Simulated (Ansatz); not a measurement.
Cost and result for the atomization energy of C₃H₆AlN, SMILES `CC1=[C]([AlH2])N1` (11 atoms, 11 bonds).

```csv
atom,x (Å),y (Å),z (Å)
C1,0.212,-0.060,1.930
C2,0.077,-0.375,0.511
C3,-0.140,-0.071,-0.729
Al4,-0.595,0.994,-2.233
N5,0.121,-1.563,-0.277
H6,1.221,-0.306,2.275
H7,-0.482,-0.681,2.505
H8,0.011,0.993,2.126
H9,-1.041,2.489,-1.959
H10,-0.482,0.389,-3.690
H11,1.099,-1.809,-0.460
```

Total charge 0; spin multiplicity 1. All single points use the PBE0-D4/def2-TZVP geometry. Program: Ansatz. All runs use 4 threads of an Arm Neoverse V1 on a shared host. Times are those of one run each, without the atoms' runs, and a repeat can differ threefold. Electronic energies, without spin–orbit coupling; frozen cores. CCSD(T)/CBS adds CCSD(T) − MP2 in def2-TZVPP to the MP2 limit, and its time is that of the two runs behind it. T1 = 0.013; the RHF reference is unstable towards UHF. B3LYP takes the VWN-RPA correlation (the form of Gaussian; ORCA's B3LYP/G).

CCSD(T)/CBS is a level of theory with its own doubt, some kJ/mol a heavy atom from the limit and from the frozen cores, so smaller differences don't rank the functionals.

| level | functions | wall time | atomization (kcal/mol) | difference from CCSD(T)/CBS | per bond |
| --- | --- | --- | --- | --- | --- |
| PBE-D4/def2-TZVPP (with forces) | 250 | 2.3 s | 982.7 | 32.0 | 2.9 |
| PBE0-D4/def2-TZVPP | 250 | 2.6 s | 959.8 | 9.1 | 0.8 |
| B3LYP-D4/def2-TZVPP (with forces) | 250 | 4.2 s | 955.3 | 4.6 | 0.4 |
| r2SCAN-D4/def2-TZVPP (with forces) | 250 | 4.4 s | 956.5 | 5.8 | 0.5 |
| B2PLYP/def2-TZVPP | 250 | 5.5 s | 943.8 | -6.9 | -0.6 |
| ωB97X-V/def2-TZVPP | 250 | 7.5 s | 956.0 | 5.3 | 0.5 |
| ωB97M-V/def2-TZVPP (with forces) | 250 | 11 s | 956.1 | 5.4 | 0.5 |
| MP2/def2-QZVPP | 478 | 21 s | 958.0 | 7.3 | 0.7 |
| CCSD(T)/def2-TZVPP | 250 | 110 s | 923.5 | -27.2 | -2.5 |
| CCSD(T)/CBS(def2) | – | 2.2 min | 950.7 | 0.0 | 0.0 |

In def2-TZVPP, CCSD(T) changes the Hartree–Fock value by +258.9 kcal/mol (the triples alone add +18.0 kcal/mol) and MP2 by +277.2 kcal/mol; breaking electron pairs costs correlation energy, which Hartree–Fock lacks. The D4 term adds +7.7 kcal/mol with B3LYP and +4.1 kcal/mol with PBE0; it sums over pairs of atoms, weighted by their polarisabilities, and B3LYP, whose exchange is more repulsive, gets the larger term. From PBE to PBE0 (25 % exact exchange), in def2-TZVPP and without D4, the atomization energy moves by −22.1 kcal/mol: exact exchange takes away binding that semilocal exchange gives to molecules.
